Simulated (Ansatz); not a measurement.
Gas-phase electronic energies from Ansatz, PBE0-D4/def2-TZVP geometries. CBS: MP2 limit from def2 TZ/QZ plus the TZ coupled-cluster correction, frozen cores. This one scheme is used for every species. Functionals use def2-TZVPP. HSE06 is defined as in plane-wave codes. For Ge outer-core shells are correlated without core-valence functions, which leaves a few kJ/mol of doubt a bond. Scalar relativity is left out up to krypton.

Reaction (germylene loss): `[SiH3][GeH3]` → SiH₄ + `[GeH2]`

`[SiH3][GeH3]`:

Cartesian coordinates in Å:
```
Si -0.960 0.540 -0.476
Ge 0.942 -0.530 0.467
H -0.642 1.038 -1.840
H -1.372 1.691 0.371
H -2.093 -0.418 -0.567
H 1.372 -1.727 -0.397
H 0.628 -1.043 1.882
H 2.125 0.449 0.559
```

SiH₄:

```xyz
5

Si    0.000    0.000    0.000
H     0.872   -1.032    0.616
H    -0.456    0.950    1.045
H    -1.178   -0.655   -0.622
H     0.763    0.736   -1.039
```

`[GeH2]`:

```xyz
3

Ge   -0.030   -0.069    0.744
H     1.038    0.515   -0.286
H    -1.009   -0.446   -0.457
```

**Question.** Is it downhill or uphill in electronic energy at CCSD(T)/CBS, and by how much? (An estimate is asked.)

**Answer.** Computed: Uphill: ΔE = +186.7 kJ/mol.

**Question.** What do these levels give: PBE0-D4, BHLYP-D4, BLYP, r2SCAN, r2SCANh, r2SCAN0, HSE06, LC-ωPBE, RPA@PBE/def2-TZVPP, HF/def2-SVP, MP2/def2-TZVPP, CCSD/CBS(def2)? (An estimate is asked.)

**Answer.** Computed: PBE0-D4 199.6, BHLYP-D4 178.7, BLYP 147.0, r2SCAN 201.6, r2SCANh 202.1, r2SCAN0 202.8, HSE06 194.3, LC-ωPBE 204.2, RPA@PBE/def2-TZVPP 171.0, HF/def2-SVP 153.6, MP2/def2-TZVPP 200.9, CCSD/CBS(def2) 181.5 kJ/mol.

**Question.** What do rigid-rotor, harmonic-oscillator terms from PBE0-D4/def2-TZVP frequencies (298.15 K, 1 bar) make of the CCSD(T)/CBS value? (Best estimate.)

**Answer.** The calculation gave: ΔZPE = -14.4 kJ/mol, ΔH = +176.6 kJ/mol, ΔS = 132 J/(mol·K), ΔG = +137.1 kJ/mol.

Largest T1 diagnostic among the species: 0.012.

From PBE to PBE0 (25 % exact exchange), in def2-TZVPP and without D4, ΔE moves by +8.3 kJ/mol. At CCSD(T), def2-SVP lies −12.6 kJ/mol from the extrapolated value and def2-TZVPP +1.7 kJ/mol.
